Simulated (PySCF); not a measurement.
GeHIS, neutral, multiplicity 1. Atoms are numbered in the order given.

```xyz
4

Ge     0.8422    -1.0304     0.0000
I     -0.1649     1.3277     0.0000
S     -1.1062    -2.1282     0.0000
H     -0.5116    -3.3456     0.0000
```

The structure is a stationary point at PBE0-D3(BJ)/def2-SVP. The def2 effective core potentials stand for the cores of I; spin–orbit coupling is left out. The values are those of a single conformer.

All values below come from M06-2X/def2-TZVPD run with PySCF.

Symmetry labels are those of the subgroup Cs that the program uses (full group Cs).

Computed valence orbital energies around the gap with their symmetry:
| orbital | symmetry | energy (eV) |
|---|---|---|
| HOMO−7 | A' | -21.15 |
| HOMO−6 | A' | -15.11 |
| HOMO−5 | A' | -12.78 |
| HOMO−4 | A' | -10.49 |
| HOMO−3 | A" | -9.70 |
| HOMO−2 | A' | -9.07 |
| HOMO−1 | A" | -8.77 |
| HOMO | A' | -8.16 |
| LUMO | A" | -2.03 |
| LUMO+1 | A' | -0.45 |
| LUMO+2 | A' | 0.08 |
| LUMO+3 | A' | 0.45 |
